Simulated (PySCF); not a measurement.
**PBE on Lu (lutetium, neutral)**

Configuration: [Xe] 4f14 5d2 6s1, high-spin 4F determinant (an excited configuration). All numbers are calculated (PySCF 2.14, scalar relativity by spin-free X2C-1e, in x2c-TZVPPall with one added diffuse shell each of s, p, d type (12s8p8d2f2g, 108 functions)).

```
Total energy                        : -14563.40 hartree
One-electron energy                 : -19993.22 hartree
Hartree (Coulomb) energy            : 5735.04 hartree
Exchange-correlation energy         : -305.22 hartree
⟨S²⟩                                : 3.7512
⟨L²⟩                                : 12.004
Sum of ⟨r⟩                          : 44.54 bohr
Sum of ⟨r²⟩                         : 73.48 bohr²
Langevin diamagnetic susceptibility : -58.2 ×10⁻⁶ cm³/mol
Time after the integrals            : about 9 core-seconds
```

| shell | electrons | mean orbital energy (hartree) | spread (hartree) | rms radius, mean of both spins (bohr) |
| --- | --- | --- | --- | --- |
| 1s α | 1 | -2316.84528 | 0 | 0.0219 |
| 1s β | 1 | -2316.84504 | 0 | 0.0219 |
| 2s α | 1 | -394.38034 | 0 | 0.0885 |
| 2s β | 1 | -394.37899 | 0 | 0.0885 |
| 2p α | 3 | -347.97278 | 0 | 0.0801 |
| 2p β | 3 | -347.97174 | 0 | 0.0801 |
| 3s α | 1 | -89.37832 | 0 | 0.227 |
| 3s β | 1 | -89.37829 | 0 | 0.227 |
| 3p α | 3 | -75.38204 | 0 | 0.228 |
| 3p β | 3 | -75.38196 | 0 | 0.228 |
| 3d α | 5 | -58.09635 | 0.00005 | 0.208 |
| 3d β | 5 | -58.09577 | 0.00098 | 0.208 |
| 4s α | 1 | -17.74378 | 0 | 0.508 |
| 4s β | 1 | -17.74329 | 0 | 0.508 |
| 4p α | 3 | -13.12781 | 0 | 0.541 |
| 4p β | 3 | -13.12736 | 0 | 0.541 |
| 4d α | 5 | -6.98616 | 0.00137 | 0.590 |
| 4d β | 5 | -6.98543 | 0.00291 | 0.590 |
| 5s α | 1 | -2.19323 | 0 | 1.25 |
| 5s β | 1 | -2.17728 | 0 | 1.25 |
| 5p α | 3 | -1.13221 | 0 | 1.50 |
| 5p β | 3 | -1.10703 | 0 | 1.50 |
| 4f α | 7 | -0.30465 | 0.00028 | 0.835 |
| 4f β | 7 | -0.29998 | 0.00579 | 0.835 |
| 6s α | 1 | -0.17571 | 0 | 3.92 |
| 5d α | 2 | -0.07130 | 0 | 3.55 |

Spin-orbit coupling, absent here, splits the open shell strongly.

Densities and radii are taken from the X2C orbitals without a picture-change correction, which distorts them close to the nucleus.
